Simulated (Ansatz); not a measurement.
Geometry optimisation, Ansatz, RKS PBE/def2-SVP.

Input file:

```yaml
crystal:
  periodic: [false, false, false]
  atoms:
    - { symbol: Ge, position_ang: [0.259855, -0.043992, 0.165941] }
    - { symbol: Ge, position_ang: [0.101978, 0.028917, 2.567697] }
    - { symbol: H, position_ang: [-0.80807, -1.16334, 2.980828] }
    - { symbol: H, position_ang: [1.529589, -0.190559, 3.143228] }
    - { symbol: H, position_ang: [-0.484229, 1.38325, 3.037638] }
    - { symbol: F, position_ang: [1.784903, -0.678651, -0.420742] }
    - { symbol: F, position_ang: [0.103088, 1.48828, -0.658225] }
    - { symbol: F, position_ang: [-0.92298, -1.094153, -0.62873] }
    - { symbol: O, position_ang: [-2.5151, 0.284813, 1.16845] }
    - { symbol: H, position_ang: [-2.499424, -0.157611, 0.290982] }
    - { symbol: H, position_ang: [-2.493109, -0.486654, 1.791832] }
basis:
  gaussian: { orbitals: def2-SVP }
hamiltonian:
  xc: pbe
relax:
  f_tol: 0.03
  max_steps: 50
```

Command:

```bash
$ ansatz run input.yaml --threads 4 --pin off --max-ram 5120MiB --backend cpu --events-out ev --progress --plain --runs-dir out
```

Task: Where does it end, and by what steps?

Result: It converged. After 17 steps the energy has fallen by 0.071 eV; H11 moved furthest, 0.70 Å.

```csv
step,energy less start (eV),largest force component (eV/Å),accepted
0,0.0000,0.537,yes
1,-0.0251,1.020,yes
2,-0.0338,0.537,yes
3,-0.0505,0.413,yes
4,-0.0587,0.299,yes
5,-0.0618,0.099,yes
6,-0.0647,0.030,yes
7,-0.0487,0.854,no
8,-0.0653,0.039,yes
9,-0.0664,0.298,yes
10,-0.0686,0.130,yes
11,-0.0691,0.033,yes
12,-0.0701,0.084,yes
13,-0.0706,0.115,yes
14,-0.0709,0.118,yes
15,-0.0711,0.072,yes
16,-0.0713,0.049,yes
17,-0.0714,0.009,yes
```

```xyz
11
Properties=species:S:1:pos:R:3
Ge 0.289 -0.027 0.177
Ge 0.187 -0.024 2.604
H -0.589 -1.294 3.021
H 1.640 -0.096 3.138
H -0.514 1.268 3.061
F 1.810 -0.629 -0.445
F 0.081 1.502 -0.633
F -0.876 -1.105 -0.608
O -2.479 0.284 1.036
H -2.428 -0.428 0.363
H -3.065 -0.080 1.725
```

Whether the end is a true minimum wasn't checked by a vibrational analysis.

Run time: 35 s on 4 threads of Arm Neoverse V2, on a shared host, peak memory 0.23 GiB.
